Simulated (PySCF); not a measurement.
# Static response to an electric field

Species: 4-cyanopyridine N-oxide, C6H4N2O.
Cartesian coordinates in Å at the PBE0-D3(BJ)/def2-SVP level; atoms count from 1:
```
atom  x, y, z in Å
N1     3.8665   -0.3130   -0.3007
C2     2.7207   -0.1342   -0.2738
C3     1.3122    0.0863   -0.2414
C4     0.4057   -0.9851   -0.2207
C5    -0.9498   -0.7518   -0.1903
N6    -1.4633    0.5225   -0.1794
O7    -2.6908    0.7144   -0.1520
C8    -0.5839    1.5781   -0.1992
C9     0.7779    1.3842   -0.2298
H10    0.7626   -2.0160   -0.2283
H11   -1.7130   -1.5287   -0.1729
H12   -1.0723    2.5515   -0.1886
H13    1.4338    2.2557   -0.2446
```

Level: CAM-B3LYP/def2-SVPD (PySCF), static field, nuclei fixed, core orbitals frozen in the response. The polarisability tensor in these axes (au):

```
x   146.67 -10.14  -2.25
y   -10.14  83.52   0.22
z    -2.25   0.22  47.32
```

Question: What are the eigenvalues, a third of the trace, and Δα (Δα² = ½Σ(αi − αj)² over the three pairs)?

Answer: Principal values 47.27, 81.93 and 148.31 au; mean 92.50 au = 13.71 Å³ = 15.25 × 10⁻⁴⁰ C²·m²/J; Δα = 88.93 au (96 % of the mean).

Question: What is the dipole moment, and where does it point?

Answer: (-0.69, 0.11, 0.02) D, 0.69 D in size, pointing from the negative to the positive side. Measured along this direction, the outermost atoms are N1 at the negative end and O7 at the positive end.

Question: What depolarisation ratio follows for Rayleigh scattering of linearly polarised light, taking the static tensor?

Answer: ρ = 3Δα²/(45ᾱ² + 4Δα²) = 23723.8/(385068 + 31631.8) = 0.0569.

Question: What would n − 1 = 2πNα be for an ideal gas of these molecules at 500 K and 1 atm, electronic part alone?

Answer: N = p/kT = 1.4678 × 10¹⁹ cm⁻³, so n − 1 = 2π × N × 13.71 × 10⁻²⁴ cm³ = 1264 × 10⁻⁶ at long wavelengths, for an ideal gas.

Question: In a dilute gas of rigid molecules at 273 K, how does the orientational term μ²/3kT compare with the electronic polarisability?

Answer: In Gaussian units μ²/3kT = 4.25 Å³ against 13.71 Å³, a ratio of 0.31; the Debye molar polarisation (4π/3)N_A(α + μ²/3kT) is 45.3 cm³/mol, leaving out the vibrational part.

Question: Give the principal axes and the span of the nuclei along them.

Answer: Largest value along (0.99, -0.15, -0.02), where the nuclei span 6.64 Å; middle along (0.15, 0.99, 0.00), 4.32 Å; least along (0.02, 0.00, 1.00), 0.00 Å. The response follows the extents in order.

Question: What molar refraction does this α imply?

Answer: Lorentz–Lorenz: R = (4π/3)N_A α = 2.5225 cm³/(mol·Å³) × 13.71 Å³ = 34.6 cm³/mol, in the limit of long wavelengths.

Geometry: PBE0-D3(BJ)/def2-SVP; no solvent, vibrations or thermal averaging.
